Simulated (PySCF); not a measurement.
Isomers of [C6H8P]- (charge -1). Method: PBE0-D3(BJ)/def2-SVP geometry optimisation, gas phase (PySCF). Energies are electronic, without zero-point or thermal terms, for one conformer each. No frequencies were run at this level. Point groups hold within 0.08 Å.

Question: Rank from lowest to highest electronic energy at this level (kJ/mol).
A. `c1(ccc([p-]1)C)C`
B. `CC1=C[P-]C(C)=C1`

Answer: B (0.0), A (2.4).

Neighbours under 21 kJ/mol apart (Cc1c[p-]c(C)c1 and Cc1ccc(C)[p-]1) can change places with a better method, another conformer or zero-point energy.

```csv
SMILES,E (Eh),E rel (kJ/mol),dipole about centre of mass (D),point group,"A, B, C (MHz)"
Cc1c[p-]c(C)c1,-574.14979,0.0,2.23,near Cs,"3927, 1790, 1249"
Cc1ccc(C)[p-]1,-574.14888,2.4,0.78,near C2,"4834, 1705, 1281"
```

How do the relative energies change in single points at PBE0/pcSseg-1 (no added dispersion term) on the same geometries?

| SMILES | PBE0-D3(BJ)/def2-SVP (kJ/mol) | PBE0/pcSseg-1 (kJ/mol) | shift |
| --- | --- | --- | --- |
| Cc1c[p-]c(C)c1 | 0.0 | 0.0 | 0.0 |
| Cc1ccc(C)[p-]1 | 2.4 | 3.2 | +0.8 |

Each column counts from its own lowest isomer. The order is unchanged; the largest shift is 0.8 kJ/mol.

As an exercise, what shares would exp(−E/RT) give at 298.15 K from these electronic energies alone (no entropy, no degeneracies)?

RT = 2.479 kJ/mol: Cc1c[p-]c(C)c1 72.3 %, Cc1ccc(C)[p-]1 27.7 %.
